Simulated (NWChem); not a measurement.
## Lowest excitation of FSn (+1)

```
Sn
F 1 1.9039
```
Charge +1, spin multiplicity 1.

The numbers come from NWChem runs, not from measurements. All single points use one geometry, from PBE0/def2-SVP with def2 effective core potentials on Sn, a minimum by its harmonic frequencies.

Basis set: def2-SVPD.

```
method        lowest vertical singlet excitation energy (eV)  relative cost  difference from EOM-CCSD
------------  ----------------------------------------------  -------------  ------------------------
TD-PBE                                                  5.42              1                     -0.75
EOM-CCSD                                                6.16        under 3                      0.00
CIS                                                     6.90        under 3                     +0.74
TD-BHandHLYP                                            6.30        under 3                     +0.13
TD-B3LYP                                                5.86        under 3                     -0.30
```

The values span 1.48 eV, from TD-PBE (lowest) to CIS (highest). The cost column gives rough processor time relative to TD-PBE; each entry includes its own SCF.

Effective core potentials replace the inner electrons of Sn; spin-orbit coupling is left out. The correlated methods keep 5 core orbitals frozen. B3LYP has NWChem's definition, with VWN1-RPA local correlation. The spin multiplicity of the parent species was assumed, not shown to be that of its ground state. The structure started from a generated list of species. Differences from the coupled-cluster row are differences between methods, not errors against experiment.
